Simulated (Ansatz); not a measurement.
One change: `CBB(C)F` becomes `CB(F)[SeH]`.

Ansatz, PBE0-D4/def2-TZVP geometries, multiplicity 1. Each molecule was computed in one conformer, which needn't be the lowest.

Scalar relativity is left out up to krypton.

```tsv
property	`CBB(C)F`
HOMO–LUMO gap (B3LYP/def2-TZVPP) / eV	5.90
HOMO energy (ωB97M-V/def2-TZVPP) / eV	-9.85
LUMO energy (PBE/def2-TZVPP) / eV	-2.30
size of the dipole moment (PBE/def2-TZVPP) / D	1.52
HOMO energy (PBE0/def2-TZVPP) / eV	-7.58
LUMO energy (PBE0/def2-TZVPP) / eV	-1.29
```

(1) What does the change do to each property? (Estimate.)

Results:

(1) Computed: 
| property | `CB(F)[SeH]` | shift |
| --- | --- | --- |
| HOMO–LUMO gap (B3LYP/def2-TZVPP) / eV | 6.73 | 0.83 |
| HOMO energy (ωB97M-V/def2-TZVPP) / eV | -9.65 | 0.20 |
| LUMO energy (PBE/def2-TZVPP) / eV | -1.29 | 1.01 |
| size of the dipole moment (PBE/def2-TZVPP) / D | 1.69 | 0.17 |
| HOMO energy (PBE0/def2-TZVPP) / eV | -7.51 | 0.07 |
| LUMO energy (PBE0/def2-TZVPP) / eV | -0.34 | 0.95 |

With PBE0 the HOMO rises by 0.07 eV and the LUMO rises by 0.95 eV, so the gap widens by about 0.88 eV. PBE moves the HOMO by -0.21 eV and ωB97M-V by 0.20 eV. Dipoles are sizes alone; their direction can turn.

B3LYP here is the variant with VWN-RPA as its local correlation; programs differ in this.

Spin–orbit coupling is left out; it splits and shifts lone-pair levels of the heavy atoms by tenths of an eV.
